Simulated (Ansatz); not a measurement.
Stepwise reaction of `[CH3][Ti]([CH3])([F])[F]` with hydrogen chloride, as a gas-phase model of exchange steps in deposition or etching. ΔE in kJ/mol; ΔG adds harmonic PBE0-D4 terms to CCSD(T)/CBS, at 1 bar.

Gas-phase electronic energies from Ansatz, PBE0-D4/def2-TZVP geometries. CCSD(T)/CBS is the MP2 limit (def2-TZVPP, def2-QZVPP) plus CCSD(T) − MP2 in def2-TZVPP, frozen cores. This one scheme is used for every species. Functionals use def2-TZVPP. B3LYP here is the variant with VWN-RPA as its local correlation; programs differ in this. For Ti outer-core shells are correlated without core-valence functions, which leaves a few kJ/mol of doubt a bond. Scalar relativity is left out up to krypton.

```json
{"step": "1", "reaction": "`[CH3][Ti]([CH3])([F])[F]` + HCl → `[CH3][Ti]([F])([F])[Cl]` + CH₄", "PBE-D4": "-195.1", "B3LYP-D4": "-195.7", "ωB97M-V": "-189.3", "CCSD(T)/CBS": "-190.1", "ΔG(400 K)": "-171.7"}
```

Give the row of step 2, `[CH3][Ti]([F])([F])[Cl]` + HCl → `[F][Ti]([F])([Cl])[Cl]` + CH₄. (Estimate.)

Ansatz gave: 
```tsv
step	reaction	PBE-D4	B3LYP-D4	ωB97M-V	CCSD(T)/CBS	ΔG(400 K)
2	`[CH3][Ti]([F])([F])[Cl]` + HCl → `[F][Ti]([F])([Cl])[Cl]` + CH₄	-176.9	-173.4	-163.4	-161.6	-142.8
```

By hand: ΔE of the 2 steps together at CCSD(T)/CBS.

(-190.1) + (-161.6) = -351.7 kJ/mol, or -175.8 kJ/mol a step.

In ΔE each step is higher than the one before. All are downhill at CCSD(T)/CBS. ΔG lies between -171.7 and -142.8 kJ/mol a step. PBE-D4 differs from CCSD(T)/CBS by -15.3 to -5.0 kJ/mol a step. Isolated molecules leave out the surface, adducts and barriers. Largest T1 diagnostic: 0.024.
